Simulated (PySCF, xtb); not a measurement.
Ti(H)3(OSiH3) (H6OSiTi), SMILES [O]([SiH3])[TiH3], multiplicity 1.

xtb 6.7.1 with GFN2-xTB at its own geometry gives an orbital gap of 2.72 eV and a dipole moment of 1.71 D.

The structure is a stationary point at B3LYP-D3(BJ)/def2-SVP. A frequency run showed that this geometry is not a minimum. The multiplicity is an assumed one; no other spin state was optimised. The structure was generated by enumeration; whether it is a known compound was not checked.

**Question.** What does HF/def2-TZVPD (PySCF) give? (Estimate from the structure and the level; the computed values follow.)

**Answer.** gap 13.10 eV (levels -12.05 and 1.05 eV), dipole 1.24 D.
